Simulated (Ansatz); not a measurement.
Geometry optimisation, RKS PBE0/def2-SVP (Ansatz).

Input file:

```yaml
crystal:
  periodic: [false, false, false]
  atoms:
    - { symbol: Zn, position_ang: [0.0, 0.0, 0.0] }
    - { symbol: Cl, position_ang: [0.0, 0.0, 2.24] }
    - { symbol: Cl, position_ang: [0.0, 0.0, -2.24] }
basis:
  gaussian: { orbitals: def2-SVP }
hamiltonian:
  xc: pbe0
relax:
  f_tol: 0.02
  max_steps: 40
output:
  orbitals: {}
```

Run as:

```bash
$ ansatz run input.yaml --threads 1 --pin off --max-ram 2048MiB --backend cpu --events-out ev --progress --plain --runs-dir out
```

Question: Where does it end, and by what steps?

Answer: The run converged. After 3 steps the energy has fallen by 0.274 eV; Cl2 moved furthest, 0.14 Å.

| step | energy less start (eV) | largest force component (eV/Å) | accepted |
| --- | --- | --- | --- |
| 0 | 0.0000 | 1.730 | yes |
| 1 | -0.2554 | 0.529 | yes |
| 2 | -0.2730 | 0.141 | yes |
| 3 | -0.2742 | 0.002 | yes |

```xyz
3
Properties=species:S:1:pos:R:3
Zn 0.000 0.000 0.000
Cl 0.000 0.000 2.097
Cl 0.000 0.000 -2.097
```

Whether the end is a true minimum wasn't checked by a vibrational analysis.

The run took 10 s on 1 thread of Arm Neoverse V1 (shared host), peak memory 0.13 GiB.
